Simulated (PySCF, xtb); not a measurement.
Sn(F)(SH)3 (FH3S3Sn), SMILES [F][Sn]([SH])([SH])[SH].

GFN2-xTB in xtb at its own geometry gives an orbital gap of 1.19 eV and a dipole moment of 0.51 D.

Geometry optimised at B3LYP-D3(BJ)/def2-SVP. The structure was generated by enumeration; whether it is a known compound was not checked. The def2 effective core potentials stand for the cores of Sn; spin–orbit coupling is left out. One conformer was computed; it need not be the lowest.

Question: What does PySCF with B3LYP/def2-TZVP give? (Estimate from the structure and the level; the computed values follow.)

Answer: gap 4.83 eV (levels -7.67 and -2.84 eV), dipole 1.38 D.
